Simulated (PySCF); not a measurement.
First SCF of a structure search on triplet Cu2O2, at a hand-made linear X-M-M-X geometry. PySCF input:

```python
from pyscf import gto, scf, dft
mol = gto.M(atom='''
Cu     0.000000     0.000000     1.120000
Cu     0.000000     0.000000    -1.120000
O      0.000000     0.000000     2.870000
O      0.000000     0.000000    -2.870000''',
    basis={'Cu': 'def2-TZVP', 'O': 'def2-TZVP'},
    charge=0, spin=2)
mf = dft.UKS(mol, xc='PBE0')
mf.grids.atom_grid = (50, 194)
aux = {'Cu': 'def2-universal-JKFIT', 'O': 'def2-universal-JKFIT'}
mf = mf.density_fit(auxbasis=aux)
mf.conv_tol = 1e-08
mf.diis_space = 10
mf.max_cycle = 60
mf.init_guess = 'minao'
mf.verbose = 4
mf.kernel()
```

Excerpt of the output (cycles alone):

```
init E= -3429.96530979922
cycle= 1 E= -3424.57133784046  delta_E= 5.39  |g|= 5.07  |ddm|= 1.97
cycle= 2 E= -3394.72257831201  delta_E= 29.8  |g|= 10.5  |ddm|= 15.7
cycle= 3 E= -3428.99865736236  delta_E= -34.3  |g|= 2.88  |ddm|= 15.3
cycle= 4 E= -3419.45074908254  delta_E= 9.55  |g|= 4.02  |ddm|= 4.44
cycle= 5 E= -3430.3383588831  delta_E= -10.9  |g|= 1.08  |ddm|= 3.91
cycle= 6 E= -3430.60863143073  delta_E= -0.27  |g|= 0.488  |ddm|= 0.317
cycle= 7 E= -3430.67819284584  delta_E= -0.0696  |g|= 0.262  |ddm|= 0.455
cycle= 8 E= -3430.69414455368  delta_E= -0.016  |g|= 0.101  |ddm|= 0.0958
cycle= 9 E= -3430.69719474951  delta_E= -0.00305  |g|= 0.0287  |ddm|= 0.0518
cycle= 10 E= -3430.6975348804  delta_E= -0.00034  |g|= 0.00375  |ddm|= 0.0297
cycle= 11 E= -3430.69758284889  delta_E= -4.8e-05  |g|= 0.00226  |ddm|= 0.0153
cycle= 12 E= -3430.6975913767  delta_E= -8.53e-06  |g|= 0.00188  |ddm|= 0.00681
cycle= 13 E= -3430.6975934028  delta_E= -2.03e-06  |g|= 0.00114  |ddm|= 0.00282
cycle= 14 E= -3430.69759366653  delta_E= -2.64e-07  |g|= 0.000793  |ddm|= 0.000851
cycle= 15 E= -3430.6975940381  delta_E= -3.72e-07  |g|= 0.000113  |ddm|= 0.0015
cycle= 16 E= -3430.69759403522  delta_E= 2.88e-09  |g|= 0.000182  |ddm|= 0.00027
cycle= 17 E= -3430.69759405386  delta_E= -1.86e-08  |g|= 1.85e-05  |ddm|= 0.000214
cycle= 18 E= -3430.69759405452  delta_E= -6.53e-10  |g|= 4.46e-06  |ddm|= 7.75e-05
Extra cycle  E= -3430.6975940545  delta_E= 1.05e-11  |g|= 1.19e-05  |ddm|= 1.33e-05
converged SCF energy = -3430.6975940545  <S^2> = 3.0491812  2S+1 = 3.6327296
```

No lower solution of this spin was found from smeared starts or by a stability analysis within the unrestricted form.

Open d and f shells are described by one determinant, and the ground state may have another occupation or spin.

The search for the lowest solution, 3 starts and the stability check together, took 34 s on 4 threads of a shared Arm Neoverse V2 host, with 152 basis functions; the process peaked at 0.66 GiB. Launch command: `OMP_NUM_THREADS=4 python axn.py task.json out`.
